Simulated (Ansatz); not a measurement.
Molecule: C5H11O, net charge 0, doublet state. It need not be the lowest isomer of its formula. 
Structure (B3LYP-D3(BJ)/def2-TZVP (Ansatz, an electronic-structure program) minimum search):
```
C
O 1 1.4538
C 2 1.3516 1 119.01
H 3 1.0792 2 113.42 1 177.27
H 3 1.0818 4 120.87 2 153.14
C 1 1.5231 2 103.72 3 177.54
H 6 1.0902 1 110.25 2 -59.52
H 6 1.0904 7 108.39 1 -120.89
H 6 1.0906 7 108.69 8 -117.94
C 1 1.5271 2 109.80 3 59.04
H 10 1.0898 1 111.37 2 -64.45
H 10 1.0904 11 108.28 1 -121.38
H 10 1.0910 11 108.27 12 -117.57
C 1 1.5280 2 110.06 3 -64.17
H 14 1.0899 1 111.96 2 67.22
H 14 1.0905 15 108.53 5 88.38
H 14 1.0908 15 107.67 16 117.27
```
Charge 0, spin multiplicity 2.

Total electronic energies in hartree. Cores are frozen in the correlated levels unless marked. Open shells are spin-unrestricted. Spin-orbit coupling is left out. No relativistic terms. Basis-set limits of correlation are two-point, X^-3; Hartree-Fock from the larger set. [CCSD(T)-MP2]/basis is that difference in the basis named.

| level | program | energy (Eh) |
|---|---|---|
| HF/cc-pVDZ | Ansatz | -270.56963 |
| RI-HF/cc-pVQZ | Ansatz | -270.66818 |
| revPBE-D4/def2-TZVPD | Ansatz + dftd4 | -272.36984 |
| BHLYP-D4/def2-TZVPD | Ansatz + dftd4 | -272.26508 |
| CAM-B3LYP-D3(BJ)/def2-TZVPD | Ansatz + dftd3 | -272.28738 |
| LC-wPBE-D3(BJ)/def2-TZVPD | Ansatz + dftd3 | -272.26755 |
| LC-wPBE/def2-TZVPD | Ansatz | -272.25518 |
| PBE-QIDH/def2-TZVPD | Ansatz | -272.04623 |
| MP2/STO-3G | Ansatz | -267.52180 |
| MP2/cc-pVDZ | Ansatz | -271.45330 |
| MP2/cc-pwCVTZ | Ansatz | -271.75909 |
| RI-MP2/cc-pVQZ | Ansatz | -271.83188 |
| RI-MP2/CBS(cc-pVTZ,cc-pVQZ) | Ansatz | -271.8842 |
| SCS-MP2/STO-3G | Ansatz | -267.54862 |
| RI-MP2/CBS(cc-pVTZ,cc-pVQZ)+[CCSD(T)-MP2]/cc-pVTZ | Ansatz | -271.9884 |

Totals of different functionals don't rank their quality; only differences between species are comparable.
